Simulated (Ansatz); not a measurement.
Two isomers of CH4AlBO: A = `[CH3][Al]1[BH][O]1`, B = `C[B]1[O][AlH]1`.

Calculated with Ansatz (gas phase, PBE0-D4/def2-TZVP geometries, no zero-point term in ΔE). CBS: MP2 limit from def2 TZ/QZ plus the TZ coupled-cluster correction, frozen cores. DFT in def2-TZVPP. B3LYP here is the variant with VWN-RPA as its local correlation; programs differ in this.

Which is lower in electronic energy at CCSD(T)/CBS, and by how much? (Best estimate.)

Ansatz gave: B, by 2.1 kcal/mol.

Give E(B) − E(A) in kcal/mol with MP2/def2-TZVPP, PBE-D4, r2SCAN-D4, LDA (SPW92), B3LYP, HF/def2-TZVPP, B3LYP-D4. (Estimate.)

The calculation gave: MP2/def2-TZVPP -2.1, PBE-D4 -2.9, r2SCAN-D4 -2.5, LDA (SPW92) -3.9, B3LYP -2.4, HF/def2-TZVPP -3.0, B3LYP-D4 -2.6. None reverses the order clearly.

Does the order hold for the free energy at 298.15 K (harmonic terms from PBE0-D4)? (Best estimate.)

The calculation gave: Yes: G(B) − G(A) = -2.4 kcal/mol. Modes under 60 cm⁻¹, often nearly free rotors, make the harmonic entropy too high.

Largest T1 diagnostic: 0.016.

Leaving LDA and LC-ωPBE aside and taking each functional with its dispersion term where it has one, the values, not all of them listed here, spread over 3.5 kcal/mol, from B97M-V to ωB97M-V. LDA lies −1.2 kcal/mol from PBE without D4. At CCSD(T), def2-SVP lies −2.0 kcal/mol from the extrapolated value and def2-TZVPP −0.3 kcal/mol.
